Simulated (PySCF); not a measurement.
Radial density of Be (beryllium, neutral)

UHF, [He] 2s2, closed-shell 1S. Calculation: PySCF 2.14, in aug-cc-pVDZ (4s3p2d, 23 functions); the non-relativistic Hamiltonian (point nucleus).

| r (bohr) | 4πr²ρ (e/bohr) |
| --- | --- |
| 0.00835 | 0.02895 |
| 0.0141 | 0.07863 |
| 0.0236 | 0.2054 |
| 0.0398 | 0.5121 |
| 0.0669 | 1.168 |
| 0.112 | 2.316 |
| 0.189 | 3.618 |
| 0.318 | 3.852 |
| 0.535 | 2.198 |
| 0.900 | 0.6032 |
| 1.51 | 0.6539 |
| 2.55 | 0.7107 |
| 4.28 | 0.1946 |
| 7.21 | 0.007985 |
